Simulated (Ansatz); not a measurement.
Ideal-gas functions of `[SeH][Zr]([SeH])([SeH])[SeH]` at 800 K and 1 bar, from an Ansatz frequency run at PBE0-D4/def2-TZVP.

Molar mass 411.1 g/mol, point group C1 (symmetry number 1), electronic degeneracy 1, moments of inertia 1351.928, 1405.688, 1415.447 u Å². Harmonic wavenumbers (cm⁻¹, unscaled): 44, 48, 52, 56, 63, 99, 165, 204, 206, 236, 268, 281, 285, 387, 406, 412, 415, 2383, 2394, 2400, 2406.

Use S(trans) = R[1.5 ln M + 2.5 ln T − 1.1517]; rotational temperatures θ = 24.2544 K / I; S(rot) = R[ln(√π/σ · √(T³/θAθBθC)) + 1.5]; for each mode x = 1.438777 ν̃/T, S = R[x/(eˣ − 1) − ln(1 − e⁻ˣ)] and H = RT x/(eˣ − 1); 1 cm⁻¹ = 0.0119627 kJ/mol; R = 8.31446 J/(mol·K).

Q: By hand: the entropy, in J/(mol·K).

A: Translation 204.4. Rotation: θ = 0.0179, 0.0173, 0.0171 K, giving 151.1. Vibration, mode by mode: 29.41, 28.68, 28.02, 27.40, 26.43, 22.67, 18.45, 16.70, 16.62, 15.50, 14.46, 14.08, 13.96, 11.49, 11.11, 10.99, 10.94, 0.61, 0.60, 0.60, 0.59, in all 319.3. Electronic 0.0. Sum 674.8 J/(mol·K).

Q: By hand: H − E and G − E in kJ/mol, counted from the electronic energy.

A: Zero-point energy ½ × 13210 × 0.0119627 = 79.0; thermal vibration 94.9; translation, rotation and pV give 4 RT = 26.6. H − E = 200.5 kJ/mol, and G − E = 200.5 − 800 × 674.8/1000 = -339.3 kJ/mol.

Vibration gives 47 % of the entropy, 162.6 J/(mol·K) of it from the modes under 150 cm⁻¹: soft modes count most, and the harmonic formula is weakest for them. The sum counts one conformer and one mirror image; others add a mixing term.
